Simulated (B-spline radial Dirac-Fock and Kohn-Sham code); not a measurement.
## Two-hole binding energies of Sm⁶⁺

System: Sm⁶⁺ in the configuration 1s2 2s2 2p6 3s2 3p6 3d10 4s2 4p6 4d10 4f4 5s2 5p4.

The computed values come from a radial atomic solver: relaxed Dirac-Fock hole states (ΔSCF) with Breit and QED corrections and a finite nucleus. U is the two-hole binding energy less the two single-hole energies, the effective repulsion of the holes after relaxation. Each two-hole energy is an average over J within one jj subconfiguration.

```
          holes  E(a) (eV)  E(b) (eV)  E(ab) (eV)  U (eV)
           1s⁻²    46929.6    46929.6           ?       ?
   1s⁻¹ 2p1/2⁻¹    46929.6     7409.7     54656.2   316.9
   1s⁻¹ 2p3/2⁻¹    46929.6     6814.1     54021.7   278.0
2p1/2⁻¹ 2p3/2⁻¹     7409.7     6814.1     14423.1   199.3
   2s⁻¹ 3p1/2⁻¹     7839.8     1644.0      9564.0    80.2
2p1/2⁻¹ 3d3/2⁻¹     7409.7     1205.5      8698.2    82.9
2p3/2⁻¹ 3p1/2⁻¹     6814.1     1644.0      8540.5    82.5
2p3/2⁻¹ 3d5/2⁻¹     6814.1     1179.6      8075.8    82.1
        3p1/2⁻²     1644.0     1644.0      3352.2    64.3
3p1/2⁻¹ 3p3/2⁻¹     1644.0     1521.2      3222.8    57.7
        3p3/2⁻²     1521.2     1521.2      3100.3    57.9
        3d3/2⁻²     1205.5     1205.5      2477.1    66.1
3d3/2⁻¹ 3d5/2⁻¹     1205.5     1179.6      2451.8    66.7
4d3/2⁻¹ 4d5/2⁻¹      232.0      227.2       486.6    27.4
```

**Question.** Give the missing two-hole energy and U.

**Answer.** E(ab) = 94938.1 eV and U = 1079.0 eV.

Run: 66 s of CPU time on 1 thread of Neoverse-N1 (shared host), peak memory 0.51 GiB.
